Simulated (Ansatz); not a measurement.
Species: sum formula H₂BO₂F, charge 0, multiplicity 1. 
Geometry from a B3LYP-D3(BJ)/def2-TZVP (Ansatz, a program for electronic structure) optimisation:
SMILES: FB(O)O
```xyz
6

B     -0.0174     0.0136     0.0008
F      0.3228     1.3060     0.0664
O     -1.3369    -0.2935    -0.0072
O      0.9426    -0.9533    -0.0556
H     -1.5039    -1.2399    -0.0557
H      1.8407    -0.6079    -0.0430
```

Basis-set convergence of Hartree-Fock and MP2 correlation energies (hartree) with Ansatz. Valence correlation only, unless marked. No spin-orbit coupling. Non-relativistic.

```json
[
 {"basis": "aug-cc-pVDZ", "functions": "110", "E(HF)": "-275.23414", "E(corr, MP2)": "-0.68098"},
 {"basis": "aug-cc-pVTZ", "functions": "230", "E(HF)": "[?]", "E(corr, MP2)": "[?]"}
]
```

Some entries are withheld; supply them.


- aug-cc-pVTZ, E(HF): -275.31452
- aug-cc-pVTZ, E(corr, MP2): -0.84204
